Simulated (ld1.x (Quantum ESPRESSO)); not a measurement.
An all-electron radial function and its pseudo partner (antimony (Sb))

Columns: radius, all-electron u(r) and pseudo u(r) of the 5s shell (level -14.72 eV) of antimony in the configuration [Kr] 4d10 5s2 5p2.75; PBEsol, scalar-relativistic, TM scheme, ld1.x (Quantum ESPRESSO) 7.5.

```json
{"r (bohr)": "0.105", "all-electron": "-0.1313", "pseudo": "0.0419"}
{"r (bohr)": "0.210", "all-electron": "0.2195", "pseudo": "0.0819"}
{"r (bohr)": "0.315", "all-electron": "0.1629", "pseudo": "0.1183"}
{"r (bohr)": "0.420", "all-electron": "-0.1108", "pseudo": "0.1499"}
{"r (bohr)": "0.525", "all-electron": "-0.3198", "pseudo": "0.1766"}
{"r (bohr)": "0.630", "all-electron": "-0.3811", "pseudo": "0.2000"}
{"r (bohr)": "0.735", "all-electron": "-0.3167", "pseudo": "0.2231"}
{"r (bohr)": "0.840", "all-electron": "-0.1764", "pseudo": "0.2502"}
{"r (bohr)": "0.945", "all-electron": "-0.0044", "pseudo": "0.2864"}
{"r (bohr)": "1.050", "all-electron": "0.1692", "pseudo": "0.3365"}
{"r (bohr)": "1.155", "all-electron": "0.3272", "pseudo": "0.4034"}
{"r (bohr)": "1.260", "all-electron": "0.4612", "pseudo": "0.4852"}
{"r (bohr)": "1.365", "all-electron": "0.5685", "pseudo": "0.5724"}
{"r (bohr)": "1.470", "all-electron": "0.6500", "pseudo": "0.6501"}
{"r (bohr)": "1.575", "all-electron": "0.7081", "pseudo": "0.7081"}
{"r (bohr)": "1.680", "all-electron": "0.7456", "pseudo": "0.7456"}
{"r (bohr)": "1.785", "all-electron": "0.7658", "pseudo": "0.7658"}
{"r (bohr)": "1.890", "all-electron": "0.7718", "pseudo": "0.7718"}
{"r (bohr)": "1.995", "all-electron": "0.7664", "pseudo": "0.7664"}
{"r (bohr)": "2.100", "all-electron": "0.7519", "pseudo": "0.7519"}
{"r (bohr)": "2.205", "all-electron": "0.7303", "pseudo": "0.7303"}
{"r (bohr)": "2.310", "all-electron": "0.7036", "pseudo": "0.7036"}
{"r (bohr)": "2.415", "all-electron": "0.6732", "pseudo": "0.6732"}
{"r (bohr)": "2.520", "all-electron": "0.6402", "pseudo": "0.6402"}
{"r (bohr)": "2.625", "all-electron": "0.6057", "pseudo": "0.6057"}
{"r (bohr)": "2.730", "all-electron": "0.5706", "pseudo": "0.5706"}
```

Q: How many radial nodes do the two functions have?

A: The all-electron 5s function has n − l − 1 = 4 (the table is too coarse to show those close to the nucleus); the pseudo-wave has 0, since the states of the same l below it are removed with the core.

Q: At about which radius was the pseudo-wave matched?

A: 1.55 bohr, where the columns begin to agree (steps of 0.10 bohr).

Q: Where does each function peak?

A: Outermost all-electron maximum near 1.89 bohr, pseudo maximum near 1.89 bohr (to the table’s step).

Q: Is the pseudo-wave norm-conserving?

A: Yes: the TM scheme keeps the norm inside the radius equal to the all-electron one, which fixes the energy derivative of the logarithmic derivative at the level.
